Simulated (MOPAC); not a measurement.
A run for MOPAC: PM7 on SiW, 2S+1 = 5, a spin state set in the input, which need not be the lowest, a point of a bond scan (R = 2.163 Å).

```
PM7 1SCF PRECISE CHARGE=0 UHF MS=2 THREADS=1
SiW

W      0.00000000 1     0.00000000 1     0.00000000 1
Si     0.00000000 1     0.00000000 1     2.16339500 1
```

Output:

```
*******************************************************************************
 **                                                                           **
 **                              MOPAC v23.2.5                                **
 **                                                                           **
 *******************************************************************************
 ** MOPAC's Digital Object Identifier: https://doi.org/10.5281/zenodo.6511958 **
 **                                                                           **
 ** Please cite the open-source release paper for use of this MOPAC version:  **
 ** J. E. Moussa and J. J. P. Stewart (2026)                                  **
 ** MOPAC: An open-source semiempirical molecular orbital program             **
 ** J. Open Source Softw., 11(119), 8025, https://doi.org/10.21105/joss.08025 **
 *******************************************************************************

                              PM7 CALCULATION RESULTS

 *******************************************************************************
 *  PM7        - The PM7 Hamiltonian to be used
 *  UHF        - UNRESTRICTED HARTREE-FOCK CALCULATION
 *
 *
 *
 *                 CHARGE ON SYSTEM = 0
 *
 *
 *
 *  MS=        - IN MECI, MAGNETIC COMPONENT OF SPIN =  2.0
 *  PRECISE    - TIGHTER CRITERIA TO BE USED
 *  1SCF       - DO 1 SCF AND THEN STOP
 *  THREADS=1  - MULTI-THREADING NOT USED
 *  T=         - A TIME OF 172800.0 SECONDS REQUESTED
 *  DUMP=N     - RESTART FILE WRITTEN EVERY 7200.0 SECONDS REQUESTED
 *******************************************************************************
PM7 1SCF PRECISE CHARGE=0 UHF MS=2 THREADS=1
 SiW

   ATOM   CHEMICAL          X               Y               Z
  NUMBER   SYMBOL      (ANGSTROMS)     (ANGSTROMS)     (ANGSTROMS)

     1       W          0.00000000  *   0.00000000  *   0.00000000  *
     2      Si          0.00000000  *   0.00000000  *   2.16339500  *



          CARTESIAN COORDINATES

    NO.       ATOM           X           Y           Z

     1         W          0.0000      0.0000      0.0000
     2        Si          0.0000      0.0000      2.1634

 General Reference for PM7:
 "Optimization of Parameters for Semiempirical Methods VI: More Modifications to the
 NDDO Approximations and Re-optimization of Parameters", J. J. P. Stewart, J. Mol. Mod., 1:32, 19 (2013)
 https://link.springer.com/article/10.1007/s00894-012-1667-x

           Empirical Formula: W Si  =     2 atoms



      MOLECULAR POINT GROUP   :   C*v


          UHF CALCULATION, NO. OF ALPHA ELECTRONS =    7
                           NO. OF BETA  ELECTRONS =    3

 -------------------------------------------------------------------------------
 PM7 1SCF PRECISE CHARGE=0 UHF MS=2 THREADS=1
 SiW



     1SCF WAS SPECIFIED, SO BFGS WAS NOT USED
     SCF FIELD WAS ACHIEVED


                              PM7 CALCULATION
                                                       MOPAC v23.2.5 Linux




          FINAL HEAT OF FORMATION =        963.65815 KCAL/MOL =    4031.94571 KJ/MOL


          COSMO AREA              =        113.33 SQUARE ANGSTROMS
          COSMO VOLUME            =        107.52 CUBIC ANGSTROMS

          IONIZATION POTENTIAL    =          7.087916 EV
          ALPHA SOMO LUMO (EV)    =         -7.088  0.789
          BETA  SOMO LUMO (EV)    =         -7.390  1.000
          NO. OF ALPHA ELECTRONS  =          7
          NO. OF BETA  ELECTRONS  =          3
          MOLECULAR WEIGHT        =        211.9355         POINT GROUP:  C*v

          MOLECULAR DIMENSIONS (Angstroms)

            Atom       Atom       Distance
           Si     2    W     1     2.16339
           Si     2    W     1     0.00000
            W     1   Si     2     0.00000


          SCF CALCULATIONS        =          1





   ATOM   CHEMICAL          X               Y               Z
  NUMBER   SYMBOL      (ANGSTROMS)     (ANGSTROMS)     (ANGSTROMS)

     1       W          0.00000000  *   0.00000000  *   0.00000000  *
     2      Si          0.00000000  *   0.00000000  *   2.16339500  *

                             CARTESIAN COORDINATES

   1    W        0.000000000     0.000000000     0.000000000
   2   Si        0.000000000     0.000000000     2.163395000


           Empirical Formula: W Si  =     2 atoms



      MOLECULAR POINT GROUP   :   C*v


          ALPHA EIGENVALUES
 -21.32235  -8.73518  -8.11848  -8.11796  -7.97772  -7.91724  -7.08792   0.78909
   0.82573   3.33631   3.88418   3.94132   9.97083  25.12438  25.36599  25.36924
  25.40339  31.97068


           BETA EIGENVALUES
 -20.07356  -8.31435  -7.39035   1.00034   4.47295   4.47717   4.61389   4.62989
   4.66642   7.09948   8.12570   8.14693  11.30235  25.06394  25.09611  25.09635
  25.11563  32.88554


              NET ATOMIC CHARGES AND DIPOLE CONTRIBUTIONS

  ATOM NO.   TYPE          CHARGE      No. of ELECS.   s-Pop       p-Pop       d-Pop
    1          W           0.075512        5.9245     0.82663     0.16883     4.92902
    2         Si          -0.075512        4.0755     1.57556     2.35527     0.14468
 DIPOLE           X         Y         Z       TOTAL
 POINT-CHG.     0.000     0.000    -0.785     0.785
 HYBRID        -0.000    -0.000    -0.511     0.511
 SUM           -0.000    -0.000    -1.296     1.296


          ATOMIC ORBITAL ELECTRON POPULATIONS

     Atom    s        px        py        pz      x^2-y^2     xz        z^2       yz        xy
    1  W   0.82663   0.01003   0.00073   0.15807   0.99978   0.97510   0.98983   0.96454   0.99977
    2 Si   1.57556   1.01218   0.03301   1.31008   0.00033   0.00270   0.13970   0.00173   0.00023


                    (SZ)    =    2.000000
                    (S**2)  =    6.939718


          ATOMIC ORBITAL SPIN POPULATIONS

    Atom   Total    s     px     py     pz   x^2-y^2  xz     z^2    yz     xy
         Atomic
    1  W  5.0285  0.081 -0.009  0.001  0.079  1.000  0.954  0.958  0.965  1.000
    2 Si -1.0285 -0.051 -0.946  0.033 -0.073  0.000  0.001  0.006  0.002  0.000

 **********************
 *                    *
 * JOB ENDED NORMALLY *
 *                    *
 **********************




 == MOPAC DONE ==
```

The run finished. Its determinant has ⟨S²⟩ = 6.94, a mixture of spin states.

Cost: about 0.020 core-seconds (a rough figure).
